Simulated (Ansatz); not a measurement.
`IB1C[SiH2]1` and `COB1C[SiH2]1` differ in one atom or group.

Ansatz, PBE0-D4/def2-TZVP geometries, multiplicity 1. Each molecule was computed in one conformer, which needn't be the lowest.

Elements past krypton have def2 core potentials.

```json
{"property": "LUMO energy (PBE0/def2-TZVPP) / eV", "`IB1C[SiH2]1`": "-2.01"}
{"property": "HOMO–LUMO gap (ωB97M-V/def2-TZVPP) / eV", "`IB1C[SiH2]1`": "8.70"}
{"property": "HOMO energy (ωB97M-V/def2-TZVPP) / eV", "`IB1C[SiH2]1`": "-8.75"}
{"property": "LUMO energy (B3LYP/def2-TZVPP) / eV", "`IB1C[SiH2]1`": "-2.13"}
{"property": "HOMO–LUMO gap (B3LYP/def2-TZVPP) / eV", "`IB1C[SiH2]1`": "4.39"}
{"property": "LUMO energy (PBE/def2-TZVPP) / eV", "`IB1C[SiH2]1`": "-2.85"}
```

(1) Give the same properties after the change, and the shifts. (Best estimate.)

Answers

(1) Computed: 
```tsv
property	`COB1C[SiH2]1`	shift
LUMO energy (PBE0/def2-TZVPP) / eV	-0.94	1.07
HOMO–LUMO gap (ωB97M-V/def2-TZVPP) / eV	9.47	0.77
HOMO energy (ωB97M-V/def2-TZVPP) / eV	-8.39	0.36
LUMO energy (B3LYP/def2-TZVPP) / eV	-1.10	1.03
HOMO–LUMO gap (B3LYP/def2-TZVPP) / eV	5.02	0.63
LUMO energy (PBE/def2-TZVPP) / eV	-1.89	0.96
```

With PBE0 the HOMO rises by 0.41 eV and the LUMO rises by 1.07 eV, so the gap widens by about 0.66 eV. PBE moves the HOMO by 0.46 eV and ωB97M-V by 0.36 eV.

B3LYP here is the variant with VWN-RPA as its local correlation; programs differ in this.

Spin–orbit coupling is left out; it splits and shifts lone-pair levels of the heavy atoms by tenths of an eV.
